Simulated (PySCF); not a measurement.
## Structure from NMR data

Molecular formula: C6H11NOSi2. Simulated spectra:

1H NMR (300 MHz, computed): δ 7.54 (m, 2H), 7.05 (t, 1H), 6.96 (d, 2H), 4.52 (s, 2H), 4.36 (s, 3H), 0.54 (br s, 1H).

13C{1H} NMR (computed): δ 163.5 (C), 139.7 (CH), 126.1 (CH), 122.6 (CH).

Computed data (PySCF): coordinates at the PBE0-D3(BJ)/def2-SVP level, shielding tensors at HF/pcSseg-1 (GIAO). Single conformer, gas phase, one averaged value for each set of equivalent atoms, relativity neglected.

Scale: 1H (31.69 ppm), 13C (190.85 ppm) vs TMS (reference shieldings calculated alike).

Task: Deduce the structure.

Result: 
The formula gives 4 degrees of unsaturation (1 ring in the answer). 4 carbon signals for 6 carbons: some carbons are equivalent by symmetry or fast rotation. Carbon types of the structure: 1 × C, 5 × CH, leaving 6 H on heteroatoms. δC 163.5: aromatic carbon bearing oxygen; the electronegative substituent deshields the carbon that carries it. δC 139.7, 126.1, 122.6: aromatic CH. δH 7.54, 7.05, 6.96: hydrogen on an aromatic CH. δH 4.52: hydrogen on a silicon bonded to N, O. δH 4.36: hydrogen on a silicon bonded to N. δH 0.54: hydrogen on a nitrogen bonded to 2 Si; exchangeable, gas-phase position.

These data were computed for `C1=CC(O[SiH2]N[SiH3])=CC=C1`.

This is the structure that produced the data.

Exchangeable OH/NH protons stand at their gas-phase positions; hydrogen bonding in a real sample shifts them, mostly to higher δ. Shifts are as computed. Against solution values, carbons near 30 ppm lie about -0 ppm off and those near 130 ppm about +7 ppm. Of 1313 compounds with measured shifts, 239 miss one by over three times the rms of a fit or turn the order of signals round; such compounds aren't used in these exercises. Multiplicities follow the n + 1 count of equivalent neighbours, as no J values were calculated; m marks all less simple cases, F and P coupling included.
